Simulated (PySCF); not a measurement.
Si(OSiH3)2(H)(F) (FH7O2Si3), SMILES [SiH3]O[SiH](F)O[SiH3].

Geometry: PBE0-D3(BJ)/def2-SVP. Other conformers were not sampled.

Method: PBE/def2-TZVP in PySCF.

The molecule is in vacuum.

Computed frontier levels, gap, dipole moment and polarisability:
- highest occupied level = -7.58 eV
- lowest empty level = -1.10 eV
- orbital gap = 6.48 eV
- dipole moment = 1.25 D
- quadrupole, principal values (traceless, Buckingham form, about the centre of nuclear charge) = -5.08, 2.51, 2.56 D·Å
- mean static polarisability = 81.0 bohr³ (12.00 Å³)
- polarisability, principal values = 72.4, 80.6, 90.0 bohr³
